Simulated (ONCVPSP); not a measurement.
# Er (Z = 68) ONCV: all-electron and pseudo phase curves

ONCVPSP 4.0.1 input, shortened (lines: element, Z, core and valence counts, functional; n l f; lmax; l rc ep ncon nbas qcut; lloc lpopt rc5 dvloc0; l nproj debl; icmod fcfact rcfact), LDA (Perdew-Wang 92), scalar-relativistic:

```
  Er 68.00    9    4  -001012      upf
    1    0    2.00
    2    0    2.00
    2    1    6.00
    3    0    2.00
    3    1    6.00
    3    2   10.00
    4    0    2.00
    4    1    6.00
    4    2   10.00
    4    3   12.00
    5    0    2.00
    5    1    6.00
    6    0    2.00
    3
    0    2.00    0.00    5    9    7.50
    1    2.45    0.00    4    8    5.30
    2    2.10    0.24    4    7    4.60
    3    1.35    0.00    3    8   11.90
    4    5    1.30    4.00
    0    2    3.80
    1    3    1.60
    2    2    2.90
    3    2    2.70
    2    0.60    0.75
```

In the d channel the program set the typed energies aside and used 0.050, 2.950 Ha.

The phase is arctan(r·R′/R) of the radial function R(r), unwrapped; energies in Ha, scanned from -3 to 5 Ha. A pole is an energy at which the radial function vanishes at the test radius. The pseudo phase is shifted by a multiple of π to meet the all-electron one at the reference energy, and phase errors are pseudo minus all-electron; the curves can meet again beyond the range given. Levels narrower than the energy grid can be missing from the lists of poles.

| channel | radius (bohr) | reference energy (Ha) | poles, all-electron | poles, pseudo | unbroken range about the reference energy with phases within 0.05 rad | phase error 1 Ha above the reference energy (rad) |
| --- | --- | --- | --- | --- | --- | --- |
| s | 2.03 | -0.15 | -1.60, 4.72 | -1.60, 4.64 | the whole range | -0.001 |
| p | 2.48 | -0.97 | -0.79, 3.10 | -0.79, 3.10 | the whole range | -0.000 |
| d | 2.13 | 0.05 | 1.23 | 1.23 | the whole range | -0.000 |
| f | 1.37 | -0.12 | 0.33 | 0.33 | the whole range | +0.001 |

Phases in the p channel:

| E (Ha) | all-electron | pseudo |
| --- | --- | --- |
| -2.98 | 1.346 | 1.346 |
| -2.76 | 1.332 | 1.332 |
| -2.54 | 1.313 | 1.313 |
| -2.32 | 1.290 | 1.290 |
| -2.10 | 1.258 | 1.258 |
| -1.88 | 1.211 | 1.211 |
| -1.66 | 1.130 | 1.130 |
| -1.44 | 0.946 | 0.946 |
| -1.22 | 0.173 | 0.173 |
| -1.00 | -1.250 | -1.250 |
| -0.78 | -1.582 | -1.582 |
| -0.56 | -1.716 | -1.716 |
| -0.34 | -1.812 | -1.812 |
| -0.12 | -1.910 | -1.910 |
| 0.10 | -2.039 | -2.039 |
| 0.32 | -2.249 | -2.249 |
| 0.54 | -2.647 | -2.647 |
| 0.76 | -3.319 | -3.319 |
| 0.98 | -3.903 | -3.903 |
| 1.20 | -4.210 | -4.210 |
| 1.42 | -4.372 | -4.372 |
| 1.64 | -4.470 | -4.470 |
| 1.86 | -4.536 | -4.536 |
| 2.08 | -4.583 | -4.583 |
| 2.30 | -4.620 | -4.620 |
| 2.52 | -4.650 | -4.650 |
| 2.74 | -4.676 | -4.676 |
| 2.96 | -4.699 | -4.699 |
| 3.18 | -4.721 | -4.721 |
| 3.40 | -4.741 | -4.741 |
| 3.62 | -4.763 | -4.763 |
| 3.84 | -4.785 | -4.785 |
| 4.06 | -4.810 | -4.810 |
| 4.28 | -4.840 | -4.840 |
| 4.50 | -4.877 | -4.878 |
| 4.72 | -4.928 | -4.931 |
| 4.94 | -5.005 | -5.011 |
